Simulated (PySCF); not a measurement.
## Dipole response of I (iodine, neutral)

[Kr] 4d10 5s2 5p5, 2P determinant. Calculation: PySCF 2.14, in aug-cc-pwCVDZ-PP with ECP28MDF; a scalar-relativistic core potential. Coupled (time-dependent) response in atomic units; α is the mean over directions. A double-zeta set is small for polarisabilities.

| method | mean α (bohr³) | α xx, yy, zz | C₆ (like pair) | S(−4) |
| --- | --- | --- | --- | --- |
| UHF | 30.40 | 27.76, 31.73, 31.73 | 331.8 | 163.5 |
| PBE | 32.64 | 29.21, 34.36, 34.36 | 359.8 | 208.2 |
| PBE0 | 31.67 | 28.59, 33.21, 33.21 | 347.4 | 187.3 |
| wB97X-V | 31.15 | 28.28, 32.59, 32.59 | 340.1 | 178.4 |
| BLYP | 32.68 | 29.15, 34.44, 34.44 | 358.7 | 214.3 |

S(−4) is the Cauchy moment in α(ω) = α(0) + S(−4) ω² + …

Reference α: 32.9 ± 1.3 bohr³ (recommended; Schwerdtfeger and Nagle, table of static dipole polarizabilities (2023 update)). Published C₆: 385.0 (Chu and Dalgarno (2004); Tang, Norbeck and Certain (1976)).

Spin-orbit coupling is absent.

α(iu) at PBE0:

```
u (hartree)  α(iu) (bohr³)
          0          31.67
     0.0500          31.21
      0.100          29.94
      0.200          25.96
      0.300          21.56
      0.500          14.41
      0.750          9.084
       1.00          6.175
       1.50          3.443
       2.00          2.269
       3.00          1.282
       5.00         0.6246
```

A single London oscillator, α(iu) = α/(1 + u²/ω²), gives C₆ = (3/4) ω α². Matching the computed C₆ needs ω = 4 × 347.4 / (3 × 31.67²) = 0.462 hartree.

The components differ because the open shell of this determinant is not spherical; for a pure term their mean is the scalar polarisability.

Energies and moments cover only the electrons outside the core potential.
